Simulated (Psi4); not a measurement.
SSi, charge -1, doublet, at a GFN2-xTB geometry (a state made from the parent by changing its charge; the spin is typed, not shown lowest) (a gas-phase anion, which may not be bound at this level), with bond 1-2 at 2.0 times its length; M06-2X/def2-SVP (Psi4 1.11).

The Psi4 input:
```
memory 2 GB

molecule {
-1 2
Si    0.00000000    0.00000000   -3.20987120
S     0.00000000    0.00000000    0.97691732
}

set {
  basis def2-svp
  reference uks
  damping_percentage 50
}

energy('m06-2x')
print_variables()
```

The log (banner, timings and long lists left out):

```
   => Loading Basis Set <=

    Name: DEF2-SVP
    Role: ORBITAL
    Keyword: BASIS

         ---------------------------------------------------------
                                   SCF
               by Justin Turney, Rob Parrish, Andy Simmonett
                          and Daniel G. A. Smith
                              UKS Reference
         ---------------------------------------------------------

  ==> Geometry <==

    Molecular point group: c2v
    Full point group: C_inf_v

    Geometry (in Angstrom), charge = -1, multiplicity = 2:

       Center              X                  Y                   Z               Mass
    ------------   -----------------  -----------------  -----------------  -----------------
         SI           0.000000000000     0.000000000000    -2.232903062087    27.976926534650
         S            0.000000000000     0.000000000000     1.953885457913    31.972071174400

  Running in c2v symmetry.

  Rotational constants: A = ************  B =      0.06445  C =      0.06445 [cm^-1]
  Rotational constants: A = ************  B =   1932.26329  C =   1932.26329 [MHz]
  Nuclear repulsion =   28.311842029718758

  Charge       = -1
  Multiplicity = 2
  Electrons    = 31
  Nalpha       = 16
  Nbeta        = 15

  ==> Algorithm <==

  SCF Algorithm Type is DF.
  DIIS enabled.
  MOM disabled.
  Fractional occupation disabled.
  Guess Type is SAD.
  Energy threshold   = 1.00e-06
  Density threshold  = 1.00e-06
  Integral threshold = 1.00e-12

  ==> Primary Basis <==

  Basis Set: DEF2-SVP
    Blend: DEF2-SVP
    Number of shells: 16
    Number of basis functions: 36
    Number of Cartesian functions: 38
    Spherical Harmonics?: true
    Max angular momentum: 2

  ==> DFT Potential <==

   => LibXC <=

    Version 7.1.2
    S. Lehtola, C. Steigemann, M. J. T. Oliveira, and M. A. L. Marques,  SoftwareX 7, 1–5 (2018) (10.1016/j.softx.2017.11.002)

   => Composite Functional: M06-2X <=

    Hybrid M06-2X Meta-GGA XC Functional  (10.1007/s00214-007-0310-x)
    Y. Zhao and D. G. Truhlar,  Theor. Chem. Acc., 120, 215, 2008

    Deriv               =              1
    GGA                 =           TRUE
    Meta                =           TRUE

    Exchange Hybrid     =           TRUE
    MP2 Hybrid          =          FALSE

   => Exchange Functionals <=

    1.0000   XC_HYB_MGGA_X_M06_2X

   => Exact (HF) Exchange <=

    0.5400               HF

   => Correlation Functionals <=

    1.0000   XC_MGGA_C_M06_2X

   => LibXC Density Thresholds  <==

    XC_MGGA_C_M06_2X:  1.00E-12
    XC_HYB_MGGA_X_M06_2X:  1.00E-15

   => Molecular Quadrature <=

    Radial Scheme          =       TREUTLER
    Pruning Scheme         =           NONE
    Nuclear Scheme         =       TREUTLER

    Blocking Scheme        =         OCTREE
    BS radius alpha        =              1
    Pruning alpha          =              1
    Radial Points          =             75
    Spherical Points       =            302
    Total Points           =          41793
    Total Blocks           =            426
    Max Points             =            254
    Max Functions          =             35
    Weights Tolerance      =       1.00E-15

   => Loading Basis Set <=

    Name: (DEF2-SVP AUX)
    Role: JKFIT
    Keyword: DF_BASIS_SCF

  ==> Integral Setup <==

  SCF_SUBTYPE=INCORE selected. In-core MEM_DF algorithm will be used.
  Using in-core AOs.

  ==> MemDFJK: Density-Fitted J/K Matrices <==

    J tasked:                   Yes
    K tasked:                   Yes
    wK tasked:                   No
    Algorithm:                 Core
    Schwarz Cutoff:           1E-12
    Mask sparsity (%):       6.0185
    Fitting Condition:        1E-10

   => Auxiliary Basis Set <=

  Basis Set: (DEF2-SVP AUX)
    Blend: DEF2-UNIVERSAL-JKFIT
    Number of shells: 76
    Number of basis functions: 256
    Number of Cartesian functions: 310
    Spherical Harmonics?: true
    Max angular momentum: 4

[...]
   @DF-UKS iter  73:  -687.23011060538829    4.94270e-03   3.37039e-04 ADIIS/DIIS/DAMP=50%
   @DF-UKS iter  74:  -687.22493978196178    5.17082e-03   2.26608e-04 ADIIS/DIIS/DAMP=50%
   @DF-UKS iter  75:  -687.22611309346814   -1.17331e-03   2.31117e-04 ADIIS/DIIS/DAMP=50%
   @DF-UKS iter  76:  -687.22917400106701   -3.06091e-03   2.69062e-04 ADIIS/DIIS/DAMP=50%
   @DF-UKS iter  77:  -687.22797682392900    1.19718e-03   2.66871e-04 ADIIS/DIIS/DAMP=50%
   @DF-UKS iter  78:  -687.22703373513878    9.43089e-04   2.66313e-04 ADIIS/DIIS/DAMP=50%
   @DF-UKS iter  79:  -687.23092494088985   -3.89121e-03   3.38002e-04 ADIIS/DIIS/DAMP=50%
   @DF-UKS iter  80:  -687.22928225593796    1.64268e-03   3.36719e-04 ADIIS/DIIS/DAMP=50%
   @DF-UKS iter  81:  -687.22716305072163    2.11921e-03   3.28840e-04 ADIIS/DIIS/DAMP=50%
   @DF-UKS iter  82:  -687.22781632793635   -6.53277e-04   3.60892e-04 ADIIS/DIIS/DAMP=50%
   @DF-UKS iter  83:  -687.22727942502308    5.36903e-04   4.79191e-04 ADIIS/DIIS/DAMP=50%
   @DF-UKS iter  84:  -687.22840708010733   -1.12766e-03   5.91962e-04 ADIIS/DIIS/DAMP=50%
   @DF-UKS iter  85:  -687.21816173635909    1.02453e-02   5.43741e-04 ADIIS/DIIS/DAMP=50%
   @DF-UKS iter  86:  -687.22692411414482   -8.76238e-03   3.08413e-04 ADIIS/DIIS/DAMP=50%
   @DF-UKS iter  87:  -687.22125434394195    5.66977e-03   3.40510e-04 ADIIS/DIIS/DAMP=50%
   @DF-UKS iter  88:  -687.21735826791644    3.89608e-03   3.38387e-04 ADIIS/DIIS/DAMP=50%
   @DF-UKS iter  89:  -687.22095473987713   -3.59647e-03   3.54051e-04 ADIIS/DIIS/DAMP=50%
   @DF-UKS iter  90:  -687.22290814274390   -1.95340e-03   3.30995e-04 ADIIS/DIIS/DAMP=50%
   @DF-UKS iter  91:  -687.22464067238707   -1.73253e-03   3.20032e-04 ADIIS/DIIS/DAMP=50%
   @DF-UKS iter  92:  -687.25507083911270   -3.04302e-02   1.06290e-03 ADIIS/DIIS/DAMP=50%
   @DF-UKS iter  93:  -687.23675932548053    1.83115e-02   1.06385e-03 ADIIS/DIIS/DAMP=50%
   @DF-UKS iter  94:  -687.22784170377224    8.91762e-03   1.05760e-03 ADIIS/DIIS/DAMP=50%
   @DF-UKS iter  95:  -687.21926679522801    8.57491e-03   9.21924e-04 ADIIS/DIIS/DAMP=50%
   @DF-UKS iter  96:  -687.22094859480399   -1.68180e-03   8.95763e-04 ADIIS/DIIS/DAMP=50%
   @DF-UKS iter  97:  -687.21924699441865    1.70160e-03   8.34316e-04 ADIIS/DIIS/DAMP=50%
   @DF-UKS iter  98:  -687.22932901046784   -1.00820e-02   9.46281e-04 ADIIS/DIIS/DAMP=50%
   @DF-UKS iter  99:  -687.21911555998622    1.02135e-02   8.19319e-04 ADIIS/DIIS/DAMP=50%
   @DF-UKS iter 100:  -687.19978642894807    1.93291e-02   8.24570e-04 ADIIS/DIIS/DAMP=50%

PsiException: Could not converge SCF iterations in 100 iterations.

  Failed to converge.

Traceback (most recent call last):
  File "psi4", line 375, in <module>
  File "<string>", line 24, in <module>
  File "site-packages/psi4/driver/driver.py", line 533, in energy
  File "site-packages/psi4/driver/procrouting/proc.py", line 2760, in run_scf
  File "site-packages/psi4/driver/procrouting/proc.py", line 2047, in scf_helper
  File "site-packages/psi4/driver/procrouting/scf_proc/scf_iterator.py", line 93, in scf_compute_energy
  File "site-packages/psi4/driver/procrouting/scf_proc/scf_iterator.py", line 86, in scf_compute_energy
  File "site-packages/psi4/driver/procrouting/scf_proc/scf_iterator.py", line 609, in scf_iterate

psi4.driver.p4util.exceptions.SCFConvergenceError: Could not converge SCF iterations in 100 iterations.

Printing out the relevant lines from the Psithon --> Python processed input file:
    """)
    core.IO.set_default_namespace("")
    core.set_global_option("BASIS", "def2-svp")
    core.set_global_option("REFERENCE", "uks")
    core.set_global_option("DAMPING_PERCENTAGE", 50)
--> energy('m06-2x')
    print_variables()

!-------------------------------------------------------!
!                                                       !
!  Could not converge SCF iterations in 100 iterations. !
!                                                       !
!-------------------------------------------------------!
```

The run did not converge; its last values are not results.
